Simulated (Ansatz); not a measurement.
`c1ccc(-c2ccc(-c3ccc(-c4ccc(-c5ccc(-c6ccc(-c7ccc(-c8cccnc8)nc7)nc6)nc5)nc4)nc3)nc2)nc1`, relaxed as a singlet with RKS PBE-D4/def2-SVP in Ansatz, starting from the GFN2-xTB geometry. Force threshold 0.03 eV/Å.

Single mean-field runs in def2-SVP are fitted with def2-universal-jkfit.

Start:

```xyz
74

C     3.659   -7.229  -13.747
C     4.734   -6.643  -13.097
C     4.517   -6.003  -11.889
C     3.225   -5.980  -11.360
C     2.923   -5.334  -10.079
C     3.873   -5.164   -9.073
C     3.516   -4.531   -7.899
C     2.202   -4.084   -7.742
C     1.743   -3.410   -6.525
C     0.389   -3.426   -6.182
C    -0.028   -2.788   -5.034
C     0.915   -2.126   -4.241
C     0.547   -1.424   -3.011
C    -0.743   -0.953   -2.768
C    -1.020   -0.309   -1.580
C     0.005   -0.136   -0.647
C    -0.215    0.539    0.633
C     0.850    1.144    1.304
C     0.619    1.783    2.503
C    -0.680    1.812    3.020
C    -0.997    2.480    4.282
C    -0.230    3.525    4.797
C    -0.574    4.089    6.009
C    -1.695    3.606    6.688
C    -2.128    4.158    7.973
C    -3.458    4.035    8.379
C    -3.851    4.559    9.593
C    -2.901    5.197   10.395
C    -3.239    5.783   11.696
C    -4.310    5.338   12.469
C    -4.567    5.955   13.681
C    -3.738    6.990   14.086
N    -2.710    7.415   13.369
C    -2.470    6.830   12.214
N    -1.631    5.315   10.008
C    -1.261    4.814    8.850
N    -2.446    2.625    6.184
C    -2.108    2.085    5.036
N    -1.690    1.202    2.397
C    -1.465    0.592    1.255
N     1.248   -0.558   -0.890
C     1.503   -1.177   -2.019
N     2.207   -2.109   -4.570
C     2.601   -2.721   -5.665
N     1.284   -4.272   -8.693
C     1.632   -4.868   -9.810
N     2.194   -6.528  -12.002
C     2.409   -7.130  -13.154
H     3.785   -7.741  -14.688
H     5.725   -6.678  -13.526
H     5.333   -5.517  -11.377
H     4.878   -5.544   -9.193
H     4.236   -4.409   -7.106
H    -0.306   -3.947   -6.822
H    -1.067   -2.816   -4.744
H    -1.520   -1.060   -3.511
H    -2.007    0.081   -1.388
H     1.836    1.098    0.868
H     1.433    2.241    3.043
H     0.613    3.914    4.243
H    -0.001    4.910    6.407
H    -4.157    3.533    7.726
H    -4.882    4.495    9.904
H    -4.921    4.508   12.143
H    -5.388    5.632   14.303
H    -3.897    7.501   15.026
H    -1.624    7.200   11.651
H    -0.210    4.929    8.623
H    -2.742    1.287    4.674
H    -2.327    0.102    0.822
H     2.523   -1.506   -2.167
H     3.660   -2.637   -5.875
H     0.856   -4.990  -10.554
H     1.532   -7.556  -13.625
```

```json
{"step": "1", "energy (eV)": "-53721.5134", "largest force component (eV/Å)": "0.959", "SCF passes": "21"}
{"step": "2", "energy (eV)": "-53722.1184", "largest force component (eV/Å)": "0.317", "SCF passes": "20"}
{"step": "3", "energy (eV)": "-53722.2059", "largest force component (eV/Å)": "0.072", "SCF passes": "20"}
{"step": "4", "energy (eV)": "-53722.2062", "largest force component (eV/Å)": "0.269", "SCF passes": "26"}
{"step": "5", "energy (eV)": "-53722.2474", "largest force component (eV/Å)": "0.100", "SCF passes": "21"}
{"step": "6", "energy (eV)": "-53722.2589", "largest force component (eV/Å)": "0.021", "SCF passes": "20"}
{"step": "7", "energy (eV)": "-53722.2664", "largest force component (eV/Å)": "0.079", "SCF passes": "20"}
{"step": "8", "energy (eV)": "-53722.2693", "largest force component (eV/Å)": "0.066", "SCF passes": "20"}
{"step": "9", "energy (eV)": "-53722.2723", "largest force component (eV/Å)": "0.033", "SCF passes": "20"}
{"step": "10", "energy (eV)": "-53722.2734", "largest force component (eV/Å)": "0.020", "SCF passes": "19"}
{"step": "11", "energy (eV)": "-53722.2738", "largest force component (eV/Å)": "0.025", "SCF passes": "20"}
```

Force components are those of the run's own axes.

End:

```xyz
74

C     3.699   -7.357  -13.925
C     4.810   -6.894  -13.208
C     4.607   -6.242  -11.986
C     3.287   -6.069  -11.507
C     2.992   -5.387  -10.223
C     3.983   -4.938   -9.326
C     3.612   -4.297   -8.143
C     2.240   -4.108   -7.857
C     1.763   -3.434   -6.628
C     0.379   -3.276   -6.398
C    -0.064   -2.640   -5.240
C     0.883   -2.158   -4.306
C     0.492   -1.471   -3.054
C    -0.844   -1.316   -2.628
C    -1.119   -0.655   -1.430
C    -0.050   -0.149   -0.655
C    -0.256    0.554    0.632
C     0.837    1.152    1.296
C     0.636    1.808    2.508
C    -0.665    1.862    3.063
C    -0.955    2.530    4.351
C    -0.018    3.313    5.057
C    -0.374    3.893    6.275
C    -1.677    3.689    6.787
C    -2.129    4.259    8.076
C    -3.401    3.926    8.591
C    -3.814    4.452    9.813
C    -2.950    5.314   10.528
C    -3.310    5.896   11.844
C    -4.487    5.558   12.544
C    -4.745    6.156   13.783
C    -3.815    7.078   14.290
N    -2.686    7.416   13.645
C    -2.450    6.839   12.460
N    -1.739    5.651   10.029
C    -1.352    5.146    8.858
N    -2.582    2.941    6.111
C    -2.234    2.393    4.949
N    -1.713    1.279    2.436
C    -1.512    0.656    1.276
N     1.234   -0.287   -1.063
C     1.487   -0.920   -2.207
N     2.210   -2.303   -4.524
C     2.625   -2.913   -5.634
N     1.285   -4.543   -8.712
C     1.648   -5.153   -9.838
N     2.220   -6.517  -12.207
C     2.425   -7.137  -13.373
H     3.811   -7.875  -14.888
H     5.830   -7.037  -13.596
H     5.469   -5.867  -11.416
H     5.051   -5.087   -9.540
H     4.389   -3.952   -7.446
H    -0.318   -3.666   -7.154
H    -1.143   -2.514   -5.070
H    -1.679   -1.712   -3.225
H    -2.162   -0.531   -1.106
H     1.829    1.077    0.829
H     1.490    2.264    3.028
H     0.994    3.480    4.658
H     0.362    4.497    6.824
H    -4.037    3.251    8.000
H    -4.807    4.194   10.206
H    -5.199    4.826   12.135
H    -5.654    5.908   14.352
H    -3.989    7.564   15.267
H    -1.522    7.117   11.933
H    -0.357    5.474    8.509
H    -2.991    1.790    4.421
H    -2.409    0.194    0.827
H     2.542   -1.020   -2.513
H     3.720   -2.993   -5.745
H     0.848   -5.497  -10.514
H     1.521   -7.484  -13.906
```

By distances, no bond broke or formed. The bond that changes most is C32–H66, from 1.08 to 1.11 Å (atoms count from 1).

The force fell under the threshold at step 6, but the optimiser went on and released 0.015 eV more. No frequencies were taken in this run, so the end may be a saddle point.

Hardware: 4 threads of AMD EPYC 7R13 on a shared host and a share (37 GiB) of an NVIDIA H100 80GB HBM3. Wall time 56 s.
